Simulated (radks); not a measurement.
Coulomb parameter of the 5d shell of neutral iridium in the model configuration [Xe] 4f14 5d7.5 6s1.5, as a second difference U = [E(n + 0.5) + E(n - 0.5) - 2 E(n)] / (0.5)^2 with all orbitals relaxed. "Bare": the charge of the atom changes with n. "Screened": the 6s shell takes up the change at fixed total charge, which measures U(5d,5d) + U(6s,6s) - 2 U(5d,6s). Method: scalar-relativistic Kohn-Sham, r2SCAN, spin-unpolarised, spherical densities, finite nucleus; meta-GGA in the generalised Kohn-Sham scheme; Fermi nuclear charge, rms radius 5.4032 fm; computed with a radial shooting solver on a logarithmic mesh with Libxc functionals.

| case | configuration | E - E(n) (eV) |
|---|---|---|
| start | [Xe] 4f14 5d7.5 6s1.5 | 0.000 |
| bare +0.5 | [Xe] 4f14 5d8 6s1.5 | -2.091 |
| bare -0.5 | [Xe] 4f14 5d7 6s1.5 | 4.408 |
| screened +0.5 | [Xe] 4f14 5d8 6s1 | -0.099 |
| screened -0.5 | [Xe] 4f14 5d7 6s2 | 0.299 |

U(bare) = 9.267 eV, U(screened by 6s) = 0.799 eV, against the Slater integral F0(5d,5d) = 14.259 eV with frozen orbitals. The step up makes a negative ion, whose loosely bound charge lowers the bare value.
